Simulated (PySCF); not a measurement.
System: C2H4BO2 (charge -1, singlet). It need not be the lowest isomer of its formula. Whether it binds its extra electron was not tested at this geometry. SMILES: C=CB([O-])O
Coordinates optimised at B3LYP-D3(BJ)/def2-TZVP (Ansatz):
```xyz
9

C     -1.7610    -0.6275    -0.7500
C     -0.9749    -0.4288     0.3116
B      0.5166     0.1725     0.3231
O      1.2262     0.3398     1.3902
O      0.9664     0.5037    -1.0117
H     -1.4151    -0.3760    -1.7484
H     -2.7669    -1.0420    -0.6784
H     -1.3821    -0.7026     1.2872
H      1.8562     0.8478    -0.8742
```
Charge -1, spin multiplicity 1.

Dispersion corrections to the total energy (kcal/mol) from the dftd3 and dftd4 libraries through PySCF: D3(BJ) without and D4 with the three-body term, each with the damping fitted for the functional named.

```json
[
 {"functional": "HSE06", "D3(BJ)": "(withheld)", "D4": "-3.09"},
 {"functional": "CAM-B3LYP", "D3(BJ)": "-2.61", "D4": "-3.34"},
 {"functional": "HF", "D3(BJ)": "-29.11", "D4": "(withheld)"},
 {"functional": "B2PLYP", "D3(BJ)": "-2.72", "D4": "(withheld)"},
 {"functional": "B3LYP", "D3(BJ)": "-6.00", "D4": "-6.44"},
 {"functional": "TPSS", "D3(BJ)": "-4.36", "D4": "-5.45"},
 {"functional": "PW6B95", "D3(BJ)": "-1.64", "D4": "-3.52"}
]
```

**Question.** Fill in the missing entries.

**Answer.** 
- HSE06, D3(BJ): -2.18
- HF, D4: -15.38
- B2PLYP, D4: -2.80
